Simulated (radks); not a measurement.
Charge is removed step by step from the 5d level of Re2+, starting from [Xe] 4f14 5d5. Calculated with a radial shooting solver on a logarithmic mesh with Libxc functionals: scalar-relativistic Kohn-Sham, LDA (Slater exchange, Perdew-Wang correlation), spin-unpolarised, spherical densities, finite nucleus; Fermi nuclear charge, rms radius 5.3698 fm.

removed (e)  E - E(0) (eV)  eigenvalue (eV)  E minus straight line (eV)
0                    0.000          -21.727                       0.000
0.25                 5.778          -24.521                      -1.083
0.5                 12.266          -27.399                      -1.457
0.75                19.482          -30.354                      -1.103
1                   27.446          -33.384                       0.000

Removing the whole electron costs 27.446 eV by Delta-SCF, against 21.727 eV from minus the eigenvalue at the starting occupation. Slater's transition state (half an electron removed) gives 27.399 eV. Integrating minus the eigenvalue over the occupation (Janak's theorem) gives 27.451 eV. In this scalar-relativistic scheme the density is built from large components alone, so the theorem holds only approximately. The mean slope of the eigenvalue, de/dn, is 11.7 eV per electron. Ionisation energy of Re2+ in the NIST Atomic Spectra Database: 27 eV (theoretical).

Beside tabulated values, note that spin-unpolarised runs miss the spin-polarisation part of the exchange energy of open shells.
